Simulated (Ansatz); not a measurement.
`[CH3][Ge]([CH3])([CH3])[CH3]` + `BrC[SiH2]Br` → `[CH3][Ge]([CH3])([CH3])[Br]` + `CC[SiH2]Br`  (redistribution)

Program: Ansatz. Geometries: PBE0-D4/def2-TZVP. ΔE: electronic, gas phase. CCSD(T)/CBS is the MP2 limit (def2-TZVPP, def2-QZVPP) plus CCSD(T) − MP2 in def2-TZVPP, frozen cores. DFT in def2-TZVPP. For Br, Ge outer-core shells are correlated without core-valence functions, which leaves a few kJ/mol of doubt a bond. Scalar relativity is left out up to krypton. Each species was taken in one conformer, which may not be the lowest.

Problem. Is it downhill or uphill in electronic energy at CCSD(T)/CBS, and by how much? (Best estimate.)

Solution. The calculation gave: Downhill: ΔE = -125.6 kJ/mol.

Problem. What do these levels give: PBE-D4, r2SCAN-D4, ωB97X-V, ωB97M-V, r2SCAN, PBE0, MP2/def2-TZVPP, CCSD/def2-TZVPP, CCSD(T)/def2-TZVPP, HF/def2-QZVPP, SCS-MP2/def2-QZVPP, HF/CBS(def2)? (Best estimate.)

Solution. The calculation gave: PBE-D4 -124.2, r2SCAN-D4 -130.1, ωB97X-V -130.1, ωB97M-V -129.1, r2SCAN -130.3, PBE0 -131.0, MP2/def2-TZVPP -125.0, CCSD/def2-TZVPP -125.2, CCSD(T)/def2-TZVPP -122.4, HF/def2-QZVPP -145.2, SCS-MP2/def2-QZVPP -126.6, HF/CBS(def2) -145.2 kJ/mol.

Largest T1 diagnostic among the species: 0.009.

In def2-TZVPP, CCSD(T) changes the Hartree–Fock value by +22.6 kJ/mol (the triples alone add +2.8 kJ/mol) and MP2 by +20.1 kJ/mol. From PBE to PBE0 (25 % exact exchange), in def2-TZVPP and without D4, ΔE moves by −6.4 kJ/mol.
